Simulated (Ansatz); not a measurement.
`C[CH2][Al]([OH])[SH]` + H₂O → `[OH][Al]([OH])[SH]` + `CC`  (formal hydrolysis of the Al–C bond)

Calculated with Ansatz (gas phase, PBE0-D4/def2-TZVP geometries, no zero-point term in ΔE). CCSD(T)/CBS is the MP2 limit (def2-TZVPP, def2-QZVPP) plus CCSD(T) − MP2 in def2-TZVPP, frozen cores. This one scheme is used for every species. Functionals use def2-TZVPP. HSE06 is defined as in plane-wave codes. Each species was taken in one conformer, which may not be the lowest.

`C[CH2][Al]([OH])[SH]`:

Cartesian coordinates in Å:
```
C 1.201 0.827 1.182
C 1.059 -0.278 0.136
Al -0.709 -0.441 -0.657
O -0.994 -1.607 -1.853
S -2.308 0.902 0.022
H 2.213 0.871 1.594
H 0.516 0.681 2.021
H 0.980 1.813 0.762
H 1.779 -0.132 -0.679
H 1.321 -1.252 0.568
H -1.825 -1.760 -2.296
H -3.232 0.377 -0.800
```

H₂O:

Cartesian coordinates in Å:
```
O -0.373 0.000 0.112
H 0.160 0.756 -0.147
H 0.213 -0.756 0.034
```

`[OH][Al]([OH])[SH]`:

Z-matrix (Å, degrees):
```
Al
O 1 1.687
S 1 2.166 2 116.6
O 1 1.690 2 125.9 3 -180.0
H 2 0.954 1 126.3 3 -180.0
H 3 1.345 1 91.4 2 -180.0
H 4 0.955 1 125.7 2 0.1
```

`CC`:

```xyz
8

C     0.689    0.092   -0.305
C    -0.689   -0.092    0.305
H     0.992    1.142   -0.297
H     1.447   -0.472    0.244
H     0.714   -0.249   -1.343
H    -0.992   -1.142    0.297
H    -1.447    0.472   -0.244
H    -0.714    0.249    1.343
```

(1) Is it downhill or uphill in electronic energy at CCSD(T)/CBS, and by how much? (Best estimate.)

(2) What do these levels give: BLYP-D4, PBE0-D4, r2SCAN0-D4, r2SCANh, HSE06, CAM-B3LYP? (Estimate.)

Largest T1 diagnostic among the species: 0.012.

## Answers

(1) Ansatz gave: Downhill: ΔE = -139.8 kJ/mol.

(2) The calculation gave: BLYP-D4 -141.5, PBE0-D4 -134.2, r2SCAN0-D4 -144.6, r2SCANh -146.2, HSE06 -137.8, CAM-B3LYP -153.1 kJ/mol.

At CCSD(T), def2-SVP lies −6.3 kJ/mol from the extrapolated value and def2-TZVPP −2.5 kJ/mol. Leaving LDA and LC-ωPBE aside and taking each functional with its dispersion term where it has one, the values, not all of them listed here, spread over 19.8 kJ/mol, from B2PLYP to revPBE-D4. In def2-TZVPP, CCSD(T) changes the Hartree–Fock value by +20.4 kJ/mol (the triples alone add +3.2 kJ/mol) and MP2 by +18.5 kJ/mol.
